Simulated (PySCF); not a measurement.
A homologous series of growing length: n-germane methyl/methyl. Gas-phase values, no solvent. One relaxed conformer stands for each flexible species; it need not be the lowest. Strings in code marks are SMILES.

The brightest of the four lowest singlets (TDA) from two functionals at the same geometries (PBE0-D3(BJ)/def2-SVP), both in PySCF: PBE-D3(BJ)/def2-TZVP and TPSSh-D3(BJ)/def2-TZVP. Excitations are Tamm–Dancoff values on a coarser integration grid. The basis has no diffuse functions, so Rydberg states are missing or too high.

```tsv
species	PBE-D3(BJ)/def2-TZVP (eV)	TPSSh-D3(BJ)/def2-TZVP (eV)
n = 1 (`[CH3][GeH2][CH3]`)	8.05	8.64
n = 3 (`[GeH2]([GeH2][GeH2][CH3])[CH3]` (C–Ge–Ge–Ge torsion 180°, Ge–Ge–Ge–C torsion 180°))	6.28	6.67
n = 4 (`[CH3][GeH2][GeH2][GeH2][GeH2][CH3]`)	5.80	6.20
n = 5 (`[CH3][GeH2][GeH2][GeH2][GeH2][GeH2][CH3]`)	5.41	5.79
n = 6 (`[CH3][GeH2][GeH2][GeH2][GeH2][GeH2][GeH2][CH3]`)	5.14	5.49
```

Over these rows, drawn at random from the members with no instability flagged (it was tested for open shells, ions and some series alone), PBE minus TPSSh-D3(BJ): mean -0.42 eV, from -0.59 eV to -0.35 eV.
